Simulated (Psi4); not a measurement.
Cs (SMILES [Cs]), doublet (core potentials on Cs); HF/def2-SVP run with Psi4.

Here is a job for Psi4.
```
memory 2 GB

molecule {
0 2
  Cs    0.00000000    0.00000000    0.00000000
}

set basis def2-svp
set reference uhf
set df_basis_scf cc-pvqz-jkfit

energy('scf')
print_variables()
```

Task: What does Psi4 print? Leave out banner, timings and long lists.

Result: 
```
   => Loading Basis Set <=

    Name: DEF2-SVP
    Role: ORBITAL
    Keyword: BASIS

    !!!  WARNING: ECP capability is in beta. Please check occupations closely.  !!!

         ---------------------------------------------------------
                                   SCF
               by Justin Turney, Rob Parrish, Andy Simmonett
                          and Daniel G. A. Smith
                              UHF Reference
         ---------------------------------------------------------

  ==> Geometry <==

    Molecular point group: d2h
    Geometry (in Angstrom), charge = 0, multiplicity = 2:

       Center              X                  Y                   Z               Mass
    ------------   -----------------  -----------------  -----------------  -----------------
         CS           0.000000000000     0.000000000000     0.000000000000   132.905451961000

  Running in d2h symmetry.

  Rotational constants: A = ************  B = ************  C = ************ [cm^-1]
  Rotational constants: A = ************  B = ************  C = ************ [MHz]
  Nuclear repulsion =    0.000000000000000

  Charge       = 0
  Multiplicity = 2
  Electrons    = 9
  Nalpha       = 5
  Nbeta        = 4

  ==> Algorithm <==

  SCF Algorithm Type is DF.
  DIIS enabled.
  MOM disabled.
  Fractional occupation disabled.
  Guess Type is CORE.
  Energy threshold   = 1.00e-06
  Density threshold  = 1.00e-06
  Integral threshold = 1.00e-12

  ==> Primary Basis <==

  Basis Set: DEF2-SVP
    Blend: DEF2-SVP
    Number of shells: 10
    Number of basis functions: 24
    Number of Cartesian functions: 26
    Spherical Harmonics?: true
    Max angular momentum: 2

  Core potential: DEF2-SVP
    Number of shells: 4
    Number of ECP primitives: 10
    Number of ECP core electrons: 46
    Max angular momentum: 3

Traceback (most recent call last):
  File "psi4", line 375, in <module>
  File "<string>", line 23, in <module>
  File "site-packages/psi4/driver/driver.py", line 533, in energy
  File "site-packages/psi4/driver/procrouting/proc.py", line 2760, in run_scf
  File "site-packages/psi4/driver/procrouting/proc.py", line 1939, in scf_helper
  File "site-packages/psi4/driver/procrouting/proc.py", line 1462, in scf_wavefunction_factory
  File "site-packages/psi4/driver/p4util/python_helpers.py", line 169, in _pybuild_basis
  File "site-packages/psi4/driver/qcdb/libmintsbasisset.py", line 722, in pyconstruct
  File "site-packages/psi4/driver/qcdb/libmintsbasisset.py", line 976, in construct

psi4.driver.qcdb.exceptions.BasisSetNotFound: BasisSet::construct: Unable to find a basis set for atom 1 for key JKFIT among:
  Shell Entries: ['CS']
  Basis Sets: [('CC-PVQZ-JKFIT', 'CC-PVQZ-JKFIT', None)]
  File Path: tmp_lfho3o5, tmp_lfho3o5, basis
  Input Blocks:

Printing out the relevant lines from the Psithon --> Python processed input file:
    """)
    core.IO.set_default_namespace("")
    core.set_global_option("BASIS", "def2-svp")
    core.set_global_option("REFERENCE", "uhf")
    core.set_global_option("DF_BASIS_SCF", "cc-pvqz-jkfit")
--> energy('scf')
    print_variables()

!----------------------------------------------------------------------------------!
!                                                                                  !
!  BasisSet::construct: Unable to find a basis set for atom 1 for key JKFIT among: !
!   Shell Entries: ['CS']                                                          !
!   Basis Sets: [('CC-PVQZ-JKFIT', 'CC-PVQZ-JKFIT', None)]                         !
!   File Path: tmp_lfho3o5,      !
!     tmp_lfho3o5,               !
!     basis                                          !
!   Input Blocks:                                                                  !
!                                                                                  !
!----------------------------------------------------------------------------------!

QcdbException BasisSetNotFound: BasisSet::construct: Unable to find a basis set for atom 1 for key JKFIT among:
  Shell Entries: ['CS']
  Basis Sets: [('CC-PVQZ-JKFIT', 'CC-PVQZ-JKFIT', None)]
  File Path: tmp_lfho3o5, tmp_lfho3o5, basis
  Input Blocks:
```

The program refused the input.
